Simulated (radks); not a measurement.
The numbers below are computed, except where a source is named.
Initial-state core-level shifts of the palladium ion Pd3+ when its valence configuration changes from [Kr] 4d7. Code: a radial shooting solver on a logarithmic mesh with Libxc functionals. Model: scalar-relativistic Kohn-Sham, PBE, spin-polarised, spherical densities, finite nucleus; open shells are filled with parallel spins first (spin-orbit coupling, left out, can overturn this in heavy ions); Fermi nuclear charge, rms radius 4.5318 fm. Shifts are changes of the shell-averaged eigenvalues in eV (positive: less bound); the change of the density at the nucleus, which sets a Mossbauer isomer shift, is in e/bohr^3, on a base of 1.36e+05.

valence               3s       3p       3d       4p  density at nucleus
4d6 5p1           -7.167   -7.167   -7.210   -6.009               +5.41
4d6 5s1           -5.951   -5.951   -5.996   -4.820              +42.94
4d6.5 5s0.5       -2.942   -2.943   -2.964   -2.407              +20.58
4d6.5 5p0.5       -3.558   -3.558   -3.578   -3.012               +2.57
4d5 5s2          -12.280  -12.281  -12.377   -9.852              +88.41
4d5 5s1 5p1      -13.334  -13.333  -13.430  -10.787              +52.68
4d5.5 5s1 5p0.5   -9.623   -9.623   -9.693   -7.819              +47.70
4d5 5p2          -14.508  -14.506  -14.602  -11.919              +11.84
